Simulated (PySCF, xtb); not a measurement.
**Relative energy of two structures of CH5BSe**

Structure I is `CB[SeH]`, a singlet and structure II is a singlet given by its coordinates. Both are isolated molecules in the gas phase, relaxed with PBE0-D4/def2-SVP; the shapes shown needn't be the lowest conformers.

I (Å):

```xyz
8

C     1.5915   -0.9562   -0.7465
B     3.0994   -0.5990   -0.9335
Se    4.5475   -1.2495    0.1371
H     1.0217   -0.0260   -0.5723
H     1.3675   -1.6617    0.0661
H     1.1933   -1.3656   -1.6915
H     3.4690    0.1514   -1.8076
H     3.7533   -2.0911    1.0504
```

II (Å):

| atom | x (Å) | y (Å) | z (Å) |
| --- | --- | --- | --- |
| C | 2.6438 | -0.9046 | -1.3886 |
| B | 1.6562 | -0.6028 | -0.2245 |
| Se | 3.1588 | -2.2437 | 0.0013 |
| H | 1.9157 | 0.2664 | 0.5749 |
| H | 0.5693 | -1.1337 | -0.2269 |
| H | 2.3164 | -1.4745 | -2.2658 |
| H | 3.5057 | -0.2653 | -1.6070 |
| H | 4.1896 | -1.4039 | 0.6299 |

Close contacts (Å): C1–B2 1.56, C1–Se3 2.00, B2–Se3 2.24, C1–H6 1.10, C1–H7 1.10, B2–H4 1.21, B2–H5 1.21, Se3–H8 1.47.

Task: Estimate which is lower in electronic energy at CCSD(T)/def2-SVP + ΔMP2/def2-TZVPP, and by roughly how much.

Result: The CCSD(T)/def2-SVP + ΔMP2/def2-TZVPP calculation puts structure I lower, by 24.5 kcal/mol.

How the difference moves with the method:

```json
{"level": "GFN2-xTB", "geometry": "GFN2-xTB", "E(II) − E(I) (kcal/mol)": "+20.0", "departure from the last row (kcal/mol)": "−4.5", "job, with rough time for the two": "optimisation, 0.12 s"}
{"level": "HF/STO-3G", "geometry": "GFN2-xTB", "E(II) − E(I) (kcal/mol)": "+27.3", "departure from the last row (kcal/mol)": "+2.8", "job, with rough time for the two": "single point, 1.3 s"}
{"level": "r2SCAN-D4/def2-SVP", "geometry": "GFN2-xTB", "E(II) − E(I) (kcal/mol)": "+27.0", "departure from the last row (kcal/mol)": "+2.5", "job, with rough time for the two": "single point, 14 s"}
{"level": "PBE0-D4/def2-SVP", "geometry": "PBE0-D4/def2-SVP", "E(II) − E(I) (kcal/mol)": "+26.7", "departure from the last row (kcal/mol)": "+2.2", "job, with rough time for the two": "optimisation, 56 s"}
{"level": "HF/def2-SVP", "geometry": "PBE0-D4/def2-SVP", "E(II) − E(I) (kcal/mol)": "+32.4", "departure from the last row (kcal/mol)": "+7.9", "job, with rough time for the two": "part of the CCSD(T) run"}
{"level": "MP2/def2-SVP", "geometry": "PBE0-D4/def2-SVP", "E(II) − E(I) (kcal/mol)": "+27.9", "departure from the last row (kcal/mol)": "+3.4", "job, with rough time for the two": "part of the CCSD(T) run"}
{"level": "CCSD(T)/def2-SVP", "geometry": "PBE0-D4/def2-SVP", "E(II) − E(I) (kcal/mol)": "+28.2", "departure from the last row (kcal/mol)": "+3.7", "job, with rough time for the two": "single point"}
{"level": "CCSD(T)/def2-SVP + ΔMP2/def2-TZVPP", "geometry": "PBE0-D4/def2-SVP", "E(II) − E(I) (kcal/mol)": "+24.5", "departure from the last row (kcal/mol)": "", "job, with rough time for the two": "single point, 46 s"}
```

The levels shown agree on the order. The largest departure from CCSD(T)/def2-SVP + ΔMP2/def2-TZVPP is that of HF/def2-SVP, 7.9 kcal/mol. The last row adds to CCSD(T) the change of the MP2 difference between the two basis sets, here −3.7 kcal/mol, a large step that makes the value less sure.

With thermal terms from frequencies at re-optimised GFN2-xTB minima (ideal gas, soft modes damped towards free rotors, one conformer each, 298.15 K, 1 atm): the zero-point term adds −1.0 kcal/mol; ΔH is +23.2 and ΔG +24.1 kcal/mol.

The correlated steps freeze 11 core orbitals; the filled d shell of Se is correlated, in a basis made for valence electrons. Codes used: PySCF 2.14.0, xtb 6.7.1; the last row on 2 threads of Arm Neoverse V2 on a shared host.
